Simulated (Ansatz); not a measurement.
```yaml
crystal:
  periodic: [false, false, false]
  atoms:
    - {symbol: C, position_ang: [1.039723, 2.163456, 1.889690]}
    - {symbol: C, position_ang: [0.079015, 2.592940, 0.770916]}
    - {symbol: O, position_ang: [-0.693890, 1.566137, 0.328586]}
    - {symbol: Hf, position_ang: [-1.579592, -0.092101, -0.118593]}
    - {symbol: F, position_ang: [-3.503925, 0.075368, 0.108781]}
    - {symbol: O, position_ang: [-1.185056, -0.502316, -1.992125]}
    - {symbol: C, position_ang: [-0.722011, -0.695439, -3.304083]}
    - {symbol: C, position_ang: [0.355924, 0.350361, -3.605615]}
    - {symbol: O, position_ang: [-0.939605, -1.567069, 1.011819]}
    - {symbol: C, position_ang: [-0.279368, -2.559769, 1.768968]}
    - {symbol: C, position_ang: [0.959445, -2.014740, 2.435153]}
    - {symbol: H, position_ang: [0.501290, 1.870834, 2.740540]}
    - {symbol: H, position_ang: [1.673767, 1.342567, 1.624870]}
    - {symbol: H, position_ang: [1.653633, 3.048953, 2.190124]}
    - {symbol: H, position_ang: [0.694970, 2.978096, -0.116007]}
    - {symbol: H, position_ang: [-0.556934, 3.416779, 1.115734]}
    - {symbol: H, position_ang: [-1.572986, -0.580799, -4.022365]}
    - {symbol: H, position_ang: [-0.321996, -1.658020, -3.367928]}
    - {symbol: H, position_ang: [-0.050847, 1.394488, -3.524707]}
    - {symbol: H, position_ang: [0.679435, 0.223300, -4.707413]}
    - {symbol: H, position_ang: [1.187047, 0.276555, -2.887715]}
    - {symbol: H, position_ang: [-0.074447, -3.392230, 1.088439]}
    - {symbol: H, position_ang: [-1.009378, -2.858665, 2.462855]}
    - {symbol: H, position_ang: [0.627933, -1.177431, 3.079662]}
    - {symbol: H, position_ang: [1.638907, -1.609601, 1.724351]}
    - {symbol: H, position_ang: [1.419619, -2.777395, 3.088912]}
basis:
  gaussian: {orbitals: def2-SVPD, final_grid: {core_spheres: 1, valence_spheres: 1, degree: 1}}
hamiltonian: {xc: {name: wB97M-V}}
output: {forces: true}
```

```sh
$ ansatz run in.yaml --threads 11 --pin off --events-out ev --progress --plain --max-ram 174080MiB --backend cuda --devices 0, --max-vram 75GiB
```

Shortened log:

```
Functional definition: wB97M-V
3037 factors; their error is unknown
1145 factors; integrals over basis functions are off by at most 2.0e-5 eV
mean field evaluation 1: about -16603.6933 eV, gradient 9.0e1 eV
mean field evaluation 2: about -16595.9891 eV, gradient 1.2e2 eV
mean field evaluation 4: about -16619.5348 eV, gradient 3.3e0 eV
mean field evaluation 8: about -16574.6483 eV, gradient 3.8e1 eV
mean field evaluation 16: about -16590.0753 eV, gradient 1.3e0 eV
mean field evaluation 32: about -16590.1470 eV, gradient 5.0e-3 eV
mean field -16590.14695691 eV, -609.6766554609 hartree, gradient 6.6e-5 eV, S^2 0.000000; 0 other end points of the search recorded, 0 dependent functions left out
reference -16590.14750402 eV, -609.6766755670 hartree; 48, 48 occupied and 319, 319 virtual orbitals, 3037 factors
Total energy: -16590.14750402 eV, -609.6766755670 hartree
Atom 0 at     1.039723     2.163456     1.889690 Å, force    -8.573857     1.938606    -2.420261 eV/Å
Atom 1 at     0.079015     2.592940     0.770916 Å, force     7.187369    -0.751458     0.236967 eV/Å
Atom 2 at    -0.693890     1.566137     0.328586 Å, force    28.889775    44.437346    29.574642 eV/Å
Atom 3 at    -1.579592    -0.092101    -0.118593 Å, force    -2.376495   -53.955433   -35.507686 eV/Å
Atom 4 at    -3.503925     0.075368     0.108781 Å, force   -22.945382    11.344188    11.607433 eV/Å
Atom 5 at    -1.185056    -0.502316    -1.992125 Å, force     1.614009    -0.788413    -9.014086 eV/Å
Atom 6 at    -0.722011    -0.695439    -3.304083 Å, force     6.557099     3.511583    -0.823722 eV/Å
Atom 7 at     0.355924     0.350361    -3.605615 Å, force    -4.238791    -2.277706     0.925667 eV/Å
Atom 8 at    -0.939605    -1.567069     1.011819 Å, force     2.252243    -4.805497     4.005487 eV/Å
Atom 9 at    -0.279368    -2.559769     1.768968 Å, force     1.780209     2.220070     2.839401 eV/Å
Atom 10 at     0.959445    -2.014740     2.435153 Å, force    -2.254169     0.550125    -0.745231 eV/Å
Atom 11 at     0.501290     1.870834     2.740540 Å, force     1.109914     1.229080    -0.378592 eV/Å
Atom 12 at     1.673767     1.342567     1.624870 Å, force     0.665513     4.667184    -0.677684 eV/Å
Atom 13 at     1.653633     3.048953     2.190124 Å, force    -3.203738    -2.850679    -2.820455 eV/Å
Atom 14 at     0.694970     2.978096    -0.116007 Å, force    -2.086029    -1.313823     1.379709 eV/Å
Atom 15 at    -0.556934     3.416779     1.115734 Å, force     0.068988    -5.652409    -0.904565 eV/Å
Atom 16 at    -1.572986    -0.580799    -4.022365 Å, force     3.546527    -0.459738     1.094861 eV/Å
Atom 17 at    -0.321996    -1.658020    -3.367928 Å, force    -1.995663     2.553248     0.566409 eV/Å
Atom 18 at    -0.050847     1.394488    -3.524707 Å, force     1.613257    -3.500662    -0.111475 eV/Å
Atom 19 at     0.679435     0.223300    -4.707413 Å, force    -2.617731     0.942696     4.165116 eV/Å
Atom 20 at     1.187047     0.276555    -2.887715 Å, force    -4.214266    -0.259035    -1.280888 eV/Å
Atom 21 at    -0.074447    -3.392230     1.088439 Å, force    -0.543809     1.923443     1.306379 eV/Å
Atom 22 at    -1.009378    -2.858665     2.462855 Å, force     1.115783     1.242962    -1.432047 eV/Å
Atom 23 at     0.627933    -1.177431     3.079662 Å, force     0.533878    -1.800402    -2.011217 eV/Å
Atom 24 at     1.638907    -1.609601     1.724351 Å, force    -0.684608    -1.002980     1.154779 eV/Å
Atom 25 at     1.419619    -2.777395     3.088912 Å, force    -1.200026     2.857701    -0.728941 eV/Å
Dipole moment:     1.158822    -0.189837     0.197053 e Å
```

Problem. Something in this input is off. What?

Solution. The integration grid is far too coarse. The run converged. The result belongs to that input, not to the molecule as meant.
